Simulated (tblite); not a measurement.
C4H11NSSi.
Z-matrix (Å and degrees, GFN2-xTB geometry), rows numbered from 1:
```
C 
C   1  1.3190
C   2  1.5022  1  124.40
C   3  1.5280  2  110.83  1  -124.45
N   3  1.4525  2  110.56  1   113.69
Si  5  1.7091  3  122.30  2   -81.86
S   6  2.1498  5  105.24  3  -179.99
H   1  1.0770  2  122.23  3  -178.64
H   1  1.0779  2  121.53  3     1.90
H   2  1.0825  1  120.69  3   177.82
H   3  1.0939  2  109.28  1    -3.43
H   4  1.0869  3  110.21  2    60.20
H   4  1.0870  3  110.00  2  -179.56
H   4  1.0885  3  110.23  2   -59.74
H   5  1.0114  3  111.46  2    67.48
H   6  1.4597  5  107.13  3   -63.87
H   6  1.4595  5  119.15  3    64.78
H   7  1.3232  6   96.51  5    49.57
```

All values are computed: GFN2-xTB (tblite) harmonic vibrations without scaling, gas phase. Errors from tens to a few hundred cm⁻¹ against measured bands are possible. Modes of hydrogen on silicon and sulfur can be 10 to 20 % off. One conformer, not necessarily the lowest.

Harmonic wavenumbers (cm⁻¹): 42.7, 44.0, 74.5, 106.9, 132.8, 200.6, 219.9, 294.9, 331.6, 342.2, 493.2, 502.5, 507.4, 530.2, 581.1, 673.1, 684.7, 755.3, 794.9, 845.4, 890.6, 900.3, 979.9, 1015.7, 1024.3, 1091.5, 1142.9, 1164.6, 1236.3, 1277.7, 1308.7, 1367.0, 1399.9, 1417.2, 1488.8, 1492.4, 1715.2, 2267.5, 2296.9, 2479.0, 2949.3, 3025.6, 3042.6, 3044.4, 3054.9, 3097.8, 3122.7, 3413.7.

A = 3286, B = 818.7, C = 708.7 MHz; mass 133.038 u (most abundant isotopes); point group C1, symmetry number 1.

Zero-point energy?

½Σν̃ = 30433 cm⁻¹ = 364.06 kJ/mol.

Entropy at 200 K, 1 bar (ideal gas, RRHO, classical rotation)?

Translation 161.55, rotation 118.50, vibration 96.10: S = 376.2 J/(mol K).

And Cp and H(200 K) − H(0)?

Cp = 126.54 J/(mol K), of which vibrations give 93.28 (their classical limit is 48 R = 399.1); H(200 K) − H(0) = 16.58 kJ/mol without the zero-point energy, 9.93 from vibrations.

How do the functions run with temperature in this model?

```csv
T (K),S (J/(mol K)),Cp (J/(mol K)),H − H(0) (kJ/mol),G − H(0) (kJ/mol),ln q(vib)
100,304.5,84.9,6.01,-24.44,2.49
300,435.3,167.6,31.30,-99.28,8.50
500,537.7,235.3,71.99,-196.87,14.01
800,663.6,300.0,153.11,-377.80,21.57
1000,733.8,328.6,216.11,-517.69,26.14
```

q(vib) and H(0) count from the zero-point level.

Blend soft modes into free rotors: weight 1/[1 + (100 cm⁻¹/ν̃)⁴] for the oscillator and the rest for a rotor with moment μB/(μ + B), μ = h/(8π²ν), B = 10⁻⁴⁴ kg m². What vibrational entropy results?

86.20 J/(mol K) in place of 96.10, which changes −T·S at 200 K by +1.98 kJ/mol.

Hindered rotation and anharmonicity are outside this model. Other conformers, if any are populated, would add a mixing term that is left out. The structure is chiral; the term R ln 2 for an equal mix with its mirror image is left out.
